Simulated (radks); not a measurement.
Valence configurations of the lanthanum ion La+ (all share [Xe]). Calculated with a radial shooting solver on a logarithmic mesh with Libxc functionals: scalar-relativistic Kohn-Sham, SCAN, spin-polarised, spherical densities, finite nucleus; open shells are filled with parallel spins first (spin-orbit coupling, left out, can overturn this in heavy ions); meta-GGA in the generalised Kohn-Sham scheme; Fermi nuclear charge, rms radius 4.855 fm. Energies are relative to 5d2; eigenvalues in eV for spin up.

| valence | E (eV) | moment (Bohr magnetons) | e(4f) | e(5d) | e(6p) |
|---|---|---|---|---|---|
| 5d2 | 0.000 | 2 | - | -7.516 | - |
| 5d1.5 6p0.5 | 1.473 | 2 | - | -8.544 | -5.493 |
| 4f0.5 5d1.5 | 0.399 | 2 | -5.257 | -6.864 | - |
| 4f1 5d1 | 1.509 | 2 | -3.479 | -6.306 | - |
| 4f2 | 4.949 | 2 | -2.347 | - | - |
| 4f1.5 6p0.5 | 3.912 | 2 | -3.427 | - | -5.089 |

NIST lists [Xe] 5d2 as the ground configuration; this level of theory agrees among the configurations tried. The energies are those of spherical high-spin densities, not of single terms. No valid solution was reached for [Xe] 6s2.
